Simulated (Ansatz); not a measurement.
One change: `[SiH3]C1(I)B[SiH2]1` becomes `[SiH3]C1B[SiH2]1`.

Ansatz, PBE0-D4/def2-TZVP geometries, multiplicity 1. 

Elements past krypton have def2 core potentials.

```
                                                                                  property  `[SiH3]C1(I)B[SiH2]1`
ideal-gas entropy at 298 K and 1 bar (rigid rotor, harmonic PBE0-D4/def2-TZVP) / J/(mol·K)                    379
                                                       LUMO energy (B3LYP/def2-TZVPP) / eV                  -2.76
                                        size of the dipole moment (ωB97M-V/def2-TZVPP) / D                   1.22
                                                         LUMO energy (PBE/def2-TZVPP) / eV                  -3.48
                                                        LUMO energy (PBE0/def2-TZVPP) / eV                  -2.62
                                            zero-point energy (PBE0-D4/def2-TZVP) / kJ/mol                  158.5
```

Q: What does the change do to each property? (An estimate is asked.)

A: Computed: 
```csv
property,`[SiH3]C1B[SiH2]1`,shift
"ideal-gas entropy at 298 K and 1 bar (rigid rotor, harmonic PBE0-D4/def2-TZVP) / J/(mol·K)",329,-50
LUMO energy (B3LYP/def2-TZVPP) / eV,-2.12,0.64
size of the dipole moment (ωB97M-V/def2-TZVPP) / D,0.54,-0.68
LUMO energy (PBE/def2-TZVPP) / eV,-2.91,0.57
LUMO energy (PBE0/def2-TZVPP) / eV,-1.96,0.66
zero-point energy (PBE0-D4/def2-TZVP) / kJ/mol,182.8,24.3
```

Dipoles are sizes alone; their direction can turn.

B3LYP here is the variant with VWN-RPA as its local correlation; programs differ in this.
